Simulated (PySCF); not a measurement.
Species: dichloromethane, CH2Cl2.
Atom-mapped SMILES: `[Cl:1][CH2:2][Cl:3]` (hydrogens: H4, H5 on C2)

The geometry is computed with GFN2-xTB (gas phase).

(1) List the bond lengths and angles at this level.

## Answers

(1) 
| bond | length (Å) | order |
| --- | --- | --- |
| Cl1–C2, C2–Cl3 | 1.772 | single |
| C2–H4, C2–H5 | 1.089 | single |

Bonds in one row agree within 0.01 Å and their mean is given. Orders are formal, as drawn. A selection of angles:
| angle | degrees |
| --- | --- |
| Cl1–C2–Cl3 | 111.2 |
| Cl1–C2–H4 | 108.4 |
| H4–C2–H5 | 112.1 |

Point group: C2v (tolerance 0.08 Å). Stationary, but not proved a minimum.

***

Bromochlorodifluoromethane, CBrClF2.
Bonds: F1–C2, C2–F3, C2–Cl4, C2–Br5.

Level of theory: PySCF, PBE0-D3(BJ)/def2-TZVP geometry optimisation, gas phase.

(1) What internal coordinates does the optimisation give?

## Answers

(1) 
```tsv
bond	length (Å)
F1–C2, C2–F3	1.326
C2–Cl4	1.755
C2–Br5	1.936
```

Bonds in one row agree within 0.01 Å and their mean is given. A selection of angles:
```tsv
angle	degrees
F1–C2–F3	108.1
F1–C2–Cl4	109.5
F1–C2–Br5	109.0
Cl4–C2–Br5	111.6
```

Point group: Cs (every atom within 0.08 Å of its image). Stationary, but not proved a minimum.
